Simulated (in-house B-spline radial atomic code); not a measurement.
Configurations of neutral caesium, with energies counted from [Xe] 6s1. All numbers are computed (scalar-relativistic (X2C) BHandHLYP, spin-polarised, spherical fractional occupations, exact exchange averaged over the configuration; Fermi nucleus of rms radius 4.8041 fm) with a B-spline radial code for spherical atoms, not measured. Shells without spins written out take the highest spin.

Occupations are held fixed; configurations that lie above the ionisation limit could autoionise.

| configuration | E - E(ref) (eV) | highest orbital | its <r> (bohr) |
| --- | --- | --- | --- |
| [Kr] 4d10 5s2 5p5 5d1 6s1 | 13.801 | 5d up | 3.91 |
| [Kr] 4d10 5s2 5p5 6s1 7s1 | 15.82 | 7s up | 11.5 |
| [Kr] 4d10 5s2 5p5 6s1 6f1 | 17.221 | 6f up | 41.51 |
| [Kr] 4d10 5s1 5p6 6s2 | 28.156 | 6s down | 5.031 |
| [Kr] 4d10 4f1 5s1 5p6 6s1 | 32.103 | 4f up | 16.91 |
| [Ar] 3d10 4s2 4p5 4d10 5s2 5p6 6s1 7d1 | 175.24 | 7d up | 22.76 |

(1) Order these further configurations by energy, lowest first.
A. [Kr] 4d10 5s1 5p6 6s1 7f1
B. [Kr] 4d10 5s1 5p6 5f1 6s1
C. [Ar] 3d10 4s2 4p5 4d10 5s2 5p6 6s1 6f1
D. [Kr] 4d9 5s2 5p6 5d1 6s1
E. [Kr] 4d9 5s2 5p6 6s1 7d1

(2) How far above the reference does [Ar] 3d10 4s2 4p5 4d10 5s2 5p6 5f1 6s1 lie?

Answers

(1) B (32.364 eV), A (32.634 eV), D (79.008 eV), E (82.195 eV), C (175.6 eV).

(2) 175.44 eV; its least bound orbital is 5f up with <r> = 26.69 bohr.
